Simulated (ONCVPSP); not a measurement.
## Ge (Z = 32): variants of one ONCV potential

Base potential:

Ge (Z = 32), optimised norm-conserving Vanderbilt (ONCV), made with ONCVPSP 4.0.1 (PBEsol, fully relativistic). Core [Ne], reference 3s2 3p6 3d10 4s1.5 4p2.5. Waves: 3s+4s: rc 1.00 bohr, ncon 5, nbas 9, qcut 12.2 1/bohr, 2 projectors; 3p+4p: rc 0.95 bohr, ncon 4, nbas 7, qcut 18.4 1/bohr, 2 projectors; 3d: rc 0.65 bohr, ncon 5, nbas 9, qcut 14.6 1/bohr, 2 projectors, debl 3.5 Ha. Local part: polynomial inside 0.40 bohr (lpopt 5, dvloc0 0 Ha). Core correction: Teter function, fcfact 4, rcfact 1.2.

Open shells are filled in proportion to 2j + 1.

Cutoffs, loose and tight: the cutoffs (Ha) at which the residual kinetic energy of the hardest occupied pseudo-wave falls to 1 and 0.1 mHa per electron. They do not see the model core or the augmentation charge, which bear on the density cutoff. Test errors are all-electron minus pseudo excitation energies from the reference, over the configurations 3s2 3p6 3d10 4s2 4p2; 3s2 3p6 3d10 4s2 4p1; 3s2 3p6 3d10 4s2 4p0; 3s2 3p6 3d10 4s1 4p3. A dash means not determined; rows that change the core or the reference have their own tests.

| change | outcome | cutoff, loose | cutoff, tight | bound ghosts | GHOST(+) flags above zero | largest test error (meV) |
| --- | --- | --- | --- | --- | --- | --- |
| base | generated | 688 Ha | 757 Ha | none | s, d5/2, d3/2 | +1.9 |
| all radii but the core radius scaled by about 0.80 (s 0.80, p 0.76, d 0.52 bohr); local potential polynomial inside 0.32 bohr (lpopt 5, dvloc0 0 Ha) | generated | 1095 Ha | 1195 Ha | none | s | +2.4 |
| all radii but the core radius scaled by about 1.04 (s 1.04, p 0.98, d 0.68 bohr); local potential polynomial inside 0.42 bohr (lpopt 5, dvloc0 0 Ha) | generated | 617 Ha | 685 Ha | none | s | +1.9 |
| all radii but the core radius scaled by about 1.16 (s 1.16, p 1.10, d 0.76 bohr); local potential polynomial inside 0.46 bohr (lpopt 5, dvloc0 0 Ha) | generated | 469 Ha | 531 Ha | none | s | +1.6 |
| all radii but the core radius scaled by about 1.25 (s 1.24, p 1.18, d 0.82 bohr); local potential polynomial inside 0.50 bohr (lpopt 5, dvloc0 0 Ha) | generated | 379 Ha | 449 Ha | none | s | +1.4 |
| all radii but the core radius scaled by about 1.32 (s 1.32, p 1.26, d 0.86 bohr); local potential polynomial inside 0.52 bohr (lpopt 5, dvloc0 0 Ha) | generated | 295 Ha | 399 Ha | none | s | +1.2 |

(1) What comes out with this change to the base: all radii but the core radius scaled by about 0.85 (s 0.84, p 0.80, d 0.56 bohr); local potential polynomial inside 0.34 bohr (lpopt 5, dvloc0 0 Ha)?

(2) What comes out with this change to the base: all radii but the core radius scaled by about 1.10 (s 1.10, p 1.04, d 0.72 bohr); local potential polynomial inside 0.44 bohr (lpopt 5, dvloc0 0 Ha)?

(3) What comes out with this change to the base: all radii but the core radius scaled by about 0.95 (s 0.96, p 0.90, d 0.62 bohr); local potential polynomial inside 0.38 bohr (lpopt 5, dvloc0 0 Ha)?

Results:

(1) outcome: generated; cutoff, loose: 935 Ha; cutoff, tight: 1022 Ha; bound ghosts: none; GHOST(+) flags above zero: s, d5/2, d3/2; largest test error (meV): +2.1.

(2) outcome: generated; cutoff, loose: 536 Ha; cutoff, tight: 600 Ha; bound ghosts: none; GHOST(+) flags above zero: s; largest test error (meV): +1.7.

(3) outcome: generated; cutoff, loose: 755 Ha; cutoff, tight: 827 Ha; bound ghosts: none; GHOST(+) flags above zero: s, d5/2, d3/2; largest test error (meV): +2.0.

Reading the sweep of the scale of all radii but the core radius (base = 1) (base included, trends over the rows without a ghost): The loose cutoff falls from 1095 Ha at 0.8 to 295 Ha at 1.32. A larger radius leaves more room for a smooth pseudo-wave, so fewer plane waves are needed; a smaller one forces it to follow the all-electron wave where it bends sharply. The median size of the test errors (rows with all tests solved) stays near 0.3 meV.
